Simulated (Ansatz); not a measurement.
Reaction (ligand exchange at the Sc–O bond): `C[O][Sc]([OH])[Cl]` + HCl → `[OH][Sc]([Cl])[Cl]` + CH₃OH

Calculated with Ansatz (gas phase, PBE0-D4/def2-TZVP geometries, no zero-point term in ΔE). CBS: MP2 limit from def2 TZ/QZ plus the TZ coupled-cluster correction, frozen cores. This one scheme is used for every species. Functionals use def2-TZVPP. B3LYP here is the variant with VWN-RPA as its local correlation; programs differ in this. HSE06 is defined as in plane-wave codes. For Sc outer-core shells are correlated without core-valence functions, which leaves a few kJ/mol of doubt a bond. Scalar relativity is left out up to krypton. One conformer a species, not always the lowest.

```json
{"level": "B97M-V", "ΔE (kJ/mol)": "-36.4"}
{"level": "HSE06-D4", "ΔE (kJ/mol)": "-37.1"}
{"level": "PBE0", "ΔE (kJ/mol)": "-37.7"}
{"level": "B3LYP", "ΔE (kJ/mol)": "-32.0"}
{"level": "HSE06", "ΔE (kJ/mol)": "-38.1"}
{"level": "BHLYP", "ΔE (kJ/mol)": "-37.8"}
{"level": "CCSD(T)/def2-TZVPP", "ΔE (kJ/mol)": "-30.4"}
{"level": "HF/CBS(def2)", "ΔE (kJ/mol)": "-48.8"}
```

Task: What does CCSD(T)/CBS give? (An estimate is asked.)

Result: Ansatz gave: -30.7 kJ/mol. The listed levels differ from it by -5.7, -6.4, -7.0, -1.3, -7.4, -7.1, 0.3, -18.1 kJ/mol.

Largest T1 diagnostic among the species: 0.015.

From r2SCAN to r2SCAN0 (25 % exact exchange), in def2-TZVPP and without D4, ΔE moves by −4.3 kJ/mol. Leaving LDA and LC-ωPBE aside and taking each functional with its dispersion term where it has one, the values, not all of them listed here, spread over 13.8 kJ/mol, from r2SCAN0-D4 to BLYP-D4. LDA lies +7.8 kJ/mol from PBE without D4. At CCSD(T), def2-SVP lies +15.7 kJ/mol from the extrapolated value and def2-TZVPP +0.3 kJ/mol.
